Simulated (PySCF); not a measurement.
Gas-phase reaction: GeH2 + 2 GeHCl3 + H2 ⇌ 3 GeH2Cl2

Method: PySCF energies (xtb for GFN2) plus ideal-gas RRHO corrections (1 bar). † marks an energy on the PBE0/def2-TZVP geometry and frequencies; other levels use their own. MP2 freezes the core. All species are closed-shell singlets. Ge: all electrons, no relativistic terms. GeH2: computed as isolated molecules; such fragments, hydroxides, amides, oligomers or adducts are transient or little studied in the gas. MP2 isn't extrapolated to the basis-set limit; its ΔH°(298 K) is -183.1 kJ in def2-SVP and -186.5 kJ in def2-TZVPP. The harmonic model lacks anharmonicity and excited electronic states, which grow with temperature; levels with a mode under 35 cm⁻¹ are left out.

```csv
level,"ΔE electronic, kJ","ΔH°(298 K), kJ","ΔS°(298 K), J/K","ΔG°(1600 K), kJ"
GFN2-xTB,-141,-124,-114,67
M06-2X/def2-TZVP†,-183,-167,-107,16
MP2/def2-TZVPP†,-203,-186,-107,-4
r2SCAN/def2-TZVP†,-200,-183,-107,-1
LDA/def2-TZVP†,-219,-202,-107,-20
```
ΔH° is lowest at LDA/def2-TZVP† and highest at GFN2-xTB. No reference value is set beside these.
